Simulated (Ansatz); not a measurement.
The cluster ZnBr₂⁻. The state is a doublet with charge -1. Geometry PBE-D4/def2-TZVPD; atoms count from 1.

Cartesian coordinates in Å:
```
Zn -0.2921 -0.0741 0.7637
Br 1.4194 1.6301 0.2599
Br -1.1274 -1.5560 -1.0236
```

The structure comes from a short search, and lower isomers may exist.

Question: Estimate the Mulliken populations from the PBE0/def2-TZVPD orbitals of Ansatz.

Answer: 
```json
{"atom": "Zn1", "charge (e)": "-0.02", "spin (α − β)": "0.87", "d electrons": "10.07"}
{"atom": "Br2", "charge (e)": "-0.49", "spin (α − β)": "0.07", "d electrons": "–"}
{"atom": "Br3", "charge (e)": "-0.49", "spin (α − β)": "0.07", "d electrons": "–"}
```
Mulliken values depend strongly on the basis. With diffuse functions, as here, like atoms can get unlike values, and bond orders can come out too low or too high.

Question: Where does the spin sit?

Answer: Summed by element: Zn 0.87, Br 0.13, of 1 unpaired in all. Largest on single atoms: Zn1 0.87, Br2 0.07, Br3 0.07.

Question: And the Mayer bond orders between heavy atoms (over 0.3)?

Answer: Zn1–Br2 0.70 (2.47 Å); Zn1–Br3 0.70 (2.47 Å).
